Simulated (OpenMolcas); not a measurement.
**Ce3+: moving or changing the point charges**

Ce3+ among 12 point charges of -0.5 e arranged as a cuboctahedron (Oh), 2.28 Å from the ion.
```
   1.6122    1.6122    0.0000  -0.50
   1.6122   -1.6122    0.0000  -0.50
  -1.6122    1.6122    0.0000  -0.50
  -1.6122   -1.6122    0.0000  -0.50
   0.0000    1.6122    1.6122  -0.50
   0.0000    1.6122   -1.6122  -0.50
   0.0000   -1.6122    1.6122  -0.50
   0.0000   -1.6122   -1.6122  -0.50
   1.6122    0.0000    1.6122  -0.50
  -1.6122    0.0000    1.6122  -0.50
   1.6122    0.0000   -1.6122  -0.50
  -1.6122    0.0000   -1.6122  -0.50
```

| Quantity | Value |
| --- | --- |
| Program | OpenMolcas 26.06 |
| Method | CASSCF |
| Basis | ANO-RCC-VDZP [7s6p4d2f1g] |
| Scalar Hamiltonian | DKH2, point nucleus |
| Active space | 1 electron in 7 orbitals (4f) |
| State averaging | 2S+1 = 2 odd, 7 roots |
| Spin-orbit coupling | RASSI with atomic mean-field integrals over the reference wave functions |

Runs around this geometry, states (labels of O, the rotations of Oh). Energies in cm-1 above the lowest state or level, χT in cm3 K/mol; under a threefold ground state the first gap can be a small split of the lowest multiplet, not the spin-orbit step.

```
R (Å)  Ground state  First state of that spin  First gap with spin-orbit (degeneracies)  Width of lowest J  χT at 300 K
 2.28           2T1                 2A2 204.8                              151.0 (4, 2)                151        0.794
 2.39           2T1                 2A2 166.7                              118.5 (4, 2)                119        0.802
 2.67           2T1                 2A2 101.8                               67.4 (4, 2)                 67        0.811
```

Taking the width of the lowest J multiplet as R^-n, n = -ln(67 / 151) / ln(2.67 / 2.28) = 5.1 between the shortest and longest distance.

Point charges carry no covalency, so the field is a model and not that of real ligands. No measured value stands beside these numbers.
